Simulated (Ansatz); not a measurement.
`CB(C)[SiH2]F` + `O[SiH3]` → `CB(C)O[SiH3]` + `F[SiH3]` at 400 K and 1 bar (cleavage of the B–Si bond).

Calculated with Ansatz (gas phase, PBE0-D4/def2-TZVP geometries, no zero-point term in ΔE). CCSD(T)/CBS is the MP2 limit (def2-TZVPP, def2-QZVPP) plus CCSD(T) − MP2 in def2-TZVPP, frozen cores. This one scheme is used for every species. One conformer a species, not always the lowest.

```csv
species,CCSD(T)/CBS energy (Eh),H − E (kJ/mol),S (J/(mol·K))
`CB(C)[SiH2]F`,-494.64628,290.9,411.1
`O[SiH3]`,-366.69042,120.0,276.4
`CB(C)O[SiH3]`,-470.67451,320.5,421.6
`F[SiH3]`,-390.72345,88.0,253.8
```

H − E and S are ideal-gas, rigid-rotor, harmonic terms from PBE0-D4/def2-TZVP, for one conformer and one mirror image of each species. 1 Eh = 2625.50 kJ/mol, R = 8.31446 J/(mol·K).

Q: By hand: ΔE, ΔH, ΔS and ΔG.

A: ΔE = (-470.67451) + (-390.72345) − (-494.64628) − (-366.69042) = -0.06126 Eh = -160.8 kJ/mol. Δ(H − E) = 320.5 + 88.0 − 290.9 − 120.0 = -2.4, so ΔH = -163.2 kJ/mol. ΔS = 421.6 + 253.8 − 411.1 − 276.4 = -12.1 J/(mol·K). ΔG = -163.2 − 400 × (-12.1)/1000 = -158.4 kJ/mol.

Q: By hand: the equilibrium constant, and the temperature at which ΔG would vanish if ΔH and ΔS stayed fixed.

A: log₁₀ K = −ΔG/(RT ln 10) = 20.7. ΔG = 0 at ΔH/ΔS = 13488 K, far beyond where these terms or the molecules hold.

The number of gas molecules stays the same, so ΔS is small and ΔH decides. A doubt of 5 kJ/mol in ΔE shifts log₁₀ K by 0.7 here. Other conformers and mirror images would add mixing entropy, several J/(mol·K) or more a flexible species. Modes under 60 cm⁻¹, often nearly free rotors, make the harmonic entropy too high. These are equilibria of isolated gas molecules and say nothing of rates. Largest T1 diagnostic: 0.011 (customary marks: 0.02 for closed shells, 0.045 for open ones).
